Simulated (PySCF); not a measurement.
Dipole response of Tl⁺ (thallium, charge +1)

[Xe] 4f14 5d10 6s2, closed-shell 1S. All numbers are calculated (PySCF 2.14, scalar relativity by spin-free X2C-1e, in aug-cc-pVQZ-DK3 (10s9p7d4f2g, 118 functions)). Coupled (time-dependent) response in atomic units; α is the mean over directions.

```csv
method,mean α (bohr³),C₆ (like pair),S(−4)
PBE,19.99,158.9,115.6
```

S(−4) is the Cauchy moment in α(ω) = α(0) + S(−4) ω² + …

α(iu) at PBE:

```
u (hartree)  α(iu) (bohr³)
          0          19.99
     0.0500          19.71
      0.100          18.92
      0.200          16.48
      0.300          13.86
      0.500          9.882
      0.750          6.989
       1.00          5.294
       1.50          3.412
       2.00          2.394
       3.00          1.353
       5.00         0.5879
```

A single London oscillator, α(iu) = α/(1 + u²/ω²), gives C₆ = (3/4) ω α². Matching the computed C₆ needs ω = 4 × 158.9 / (3 × 19.99²) = 0.530 hartree.

For an ion, C₆ is the dispersion term alone; charge-induced terms of lower order in 1/R come first.

Spin-orbit coupling, which splits the p, d and f shells strongly at this Z, is absent.
